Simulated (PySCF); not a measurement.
## Orbital picture of SiNi⁺

TPSS at R = 2.225 Å; basis Si def2-TZVPPD, Ni def2-TZVPPD; no relativity; PySCF 2.14. State: ²Δ (doublet), unpaired electrons δ ↑. Only the outer orbitals are listed, counted within each symmetry.

```tsv
spin	orbital	occ.	ε (eV)	on Si (%)	main shells (%)
α	9σ	1	-17.66	83	82 Si s
α	1δ	1	-14.63	0	100 Ni d
α	1δ	1	-13.39	0	100 Ni d
α	4π	1	-13.34	5	94 Ni d
α	4π	1	-13.34	5	94 Ni d
α	10σ	1	-13.12	18	82 Ni d, 9 Si p
α	11σ	1	-11.35	44	47 Ni s, 39 Si p, 9 Ni d
α	5π	0	-9.89	87	86 Si p
α	5π	0	-9.89	87	86 Si p
α	12σ	0	-7.87	27	44 Ni s, 27 Ni p, 25 Si p
β	9σ	1	-17.82	86	85 Si s
β	1δ	1	-13.16	0	100 Ni d
β	4π	1	-12.58	11	88 Ni d, 10 Si p
β	4π	1	-12.58	11	88 Ni d, 10 Si p
β	10σ	1	-12.49	32	65 Ni d, 22 Si p, 9 Si s
β	11σ	1	-11.11	35	38 Ni s, 33 Si p, 26 Ni d
β	1δ	0	-11.34	0	100 Ni d
β	5π	0	-9.95	83	82 Si p, 11 Ni d
β	5π	0	-9.95	83	82 Si p, 11 Ni d
```

Problem. Which are the highest filled and the lowest empty level, where do they sit, and how wide is the gap?

Solution. Highest filled β 11σ at -11.11 eV (in %: 38 Ni s, 33 Si p, 26 Ni d); lowest empty β 1δ at -11.34 eV (in %: 100 Ni d); the gap at TPSS is -0.23 eV.

```json
{"bond order (Mayer)": "1.66", "⟨S²⟩": "0.778", "charge on Si (Mulliken, basis-dependent)": "0.71", "charge on Si (Löwdin, basis-dependent)": "0.70", "dipole moment (positive dipole points towards Ni; it is taken about the centre of mass and depends on that origin)": "-1.12 D"}
```

Counting both spins, an empty level lies below a filled one in this solution, because spin and occupation are held. With d or f electrons several states lie close, and the lowest PBE0 determinant need not be the measured ground state.
